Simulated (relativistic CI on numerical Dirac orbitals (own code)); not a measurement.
Method of calculation: Dirac equation for one electron, model QED (radiative potential, 1s self-energy scaled to tabulated hydrogen-like ionisation energies) (own radial code, finite nucleus).

Configuration list: 1s, 2s, 2p, 3s, 3p, 3d, 4s, 4p, 4d, 4f, 5s, 5p, 5d, 5f, 5g, 6s, 6p, 6d. Levels of other configurations are missing.

Outline of the computed level scheme of Pt LXXVIII. Lowest level of each configuration: 1s 2S_1/2 at 0.0 eV; 2p 2P°_1/2 at 67422.3 eV; 2s 2S_1/2 at 67452.8 eV; 3p 2P°_1/2 at 80575.1 eV; 3s 2S_1/2 at 80584.2 eV; 3d 2D_3/2 at 81203.0 eV; 4p 2P°_1/2 at 85087.1 eV; 4s 2S_1/2 at 85090.8 eV; 4d 2D_3/2 at 85349.7 eV.

Some strong electric-dipole decays among the lowest 14 levels: 2p 2P°_1/2 → 1s 2S_1/2 (2.4e+16 s⁻¹); 2p 2P°_3/2 → 1s 2S_1/2 (2.1e+16 s⁻¹); 3p 2P°_3/2 → 1s 2S_1/2 (5.9e+15 s⁻¹); 3p 2P°_1/2 → 1s 2S_1/2 (5.7e+15 s⁻¹); 4p 2P°_3/2 → 1s 2S_1/2 (2.4e+15 s⁻¹); 3d 2D_5/2 → 2p 2P°_3/2 (2.4e+15 s⁻¹); 3d 2D_3/2 → 2p 2P°_1/2 (2.3e+15 s⁻¹); 4p 2P°_1/2 → 1s 2S_1/2 (2.2e+15 s⁻¹).
